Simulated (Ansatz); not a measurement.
A made-up structure of Li2AlNH2, singlet:

```
atom    x (Å)    y (Å)    z (Å)
 Li1  -2.7715  -1.9430  -0.7324
 Al2  -0.0640  -0.8083   0.1004
 Li3   2.4531  -2.1061   1.2366
  N4   0.0936   1.1917  -0.1484
  H5   1.0091   1.8049   0.0979
  H6  -0.7204   1.8608  -0.5540
```

It is relaxed with PBE-D4/def2-SVP and then PBE0-D4/def2-TZVP (Ansatz 0.2.0). Atoms count as bonded within 1.22 times the sum of their covalent radii (H–H: 0.88 Å). The end point is not checked to be a true minimum.

(1) Does its bonding change? (Judge from chemistry; the calculation decides.)

Results:

(1) Computed: Yes. Formed: Li1–Al2, Al2–Li3; broken: none.

Where it ends: The first stage lowers the energy by 0.78 eV in 7 steps. It ends as Li₂AlNH₂ ([Li][Al]([Li])[NH2]):
| atom | x (Å) | y (Å) | z (Å) |
| --- | --- | --- | --- |
| Li1 | -2.4735 | -1.7346 | -0.6535 |
| Al2 | -0.0566 | -0.7214 | 0.0898 |
| Li3 | 2.1896 | -1.8818 | 1.1041 |
| N4 | 0.0836 | 1.0643 | -0.1327 |
| H5 | 0.9006 | 1.6124 | 0.0871 |
| H6 | -0.6437 | 1.6611 | -0.4947 |

Labels in which every atom is bracketed show which atoms are joined, not bond orders.

For scale, one of the runs: PBE0-D4/def2-TZVP relaxation, 108 basis functions, launched by `ansatz run in.yaml --threads 2 --pin off --events-out ev --progress --plain --max-ram 4352MiB`. The run took about 12 s on 2 CPU threads of an Arm Neoverse V1 (shared host).
